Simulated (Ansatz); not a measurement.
A nudged elastic band was laid between two geometries of CHBrSi (4 atoms, charge 0, multiplicity 1).

Computed with UKS B3LYP/def2-SVP in Ansatz.

* movable images: 5
* climbing image: yes
* spring: 5.0 eV/Å²
* optimiser: quadratic models (default)
* start path: through a guess of the saddle point
* force threshold: 0.03 eV/Å
* iteration limit: 60
* end points: relaxed

Initial state:

```xyz
4
Properties=species:S:1:pos:R:3
Si -0.550 1.084 -0.218
C 0.383 -0.232 0.296
Br 1.588 -1.245 1.159
H -1.422 0.392 -1.238
```

Final state:

```xyz
4
Properties=species:S:1:pos:R:3
Si 0.019 1.568 0.455
C -0.274 0.023 -0.252
Br 1.089 -0.999 0.754
H -0.835 -0.591 -0.957
```

**Question.** Which bonds break or form, and what moves?

**Answer.** Bonds broken: Si1–H4. Bonds formed: C2–H4.

**Question.** What energy profile does the band end with?

**Answer.** It converged. The highest image is number 1 of 0 to 6, 0.007 eV above the first end and 1.406 eV above the last; the last end lies 1.400 eV below the first. The top lies less than 8 meV above the higher end, about what the thresholds resolve: that end is a shoulder or a very shallow well. A vibrational analysis at the climbing image gives one clearly imaginary mode, 223i cm⁻¹: a first-order saddle point. The orbitals stay closed-shell, which can raise the energy where a bond breaks towards radicals; this wasn't checked here.

```tsv
image	path coordinate (Å)	energy (eV)	Si1–H4 (Å)	C2–H4 (Å)
0	0.00	0.000	1.51	2.45
1	0.36	0.007	1.53	2.19
2	0.80	-0.094	1.58	1.79
3	1.24	-0.810	1.73	1.30
4	1.68	-1.267	2.20	1.12
5	2.12	-1.356	2.53	1.10
6	2.56	-1.400	2.72	1.09
```

**Question.** What is the geometry of the highest image?

**Answer.** 
```xyz
4
Properties=species:S:1:pos:R:3:forces:R:3
Si -0.584 1.206 -0.217 0.00 0.00 0.00
C 0.357 -0.108 0.309 0.00 0.00 0.00
Br 1.487 -1.292 1.049 0.00 0.00 0.00
H -1.260 0.194 -1.140 0.00 0.00 0.00
```

Run time: 110 s on 2 threads of Arm Neoverse V1 (shared host), peak memory 0.2 GiB.
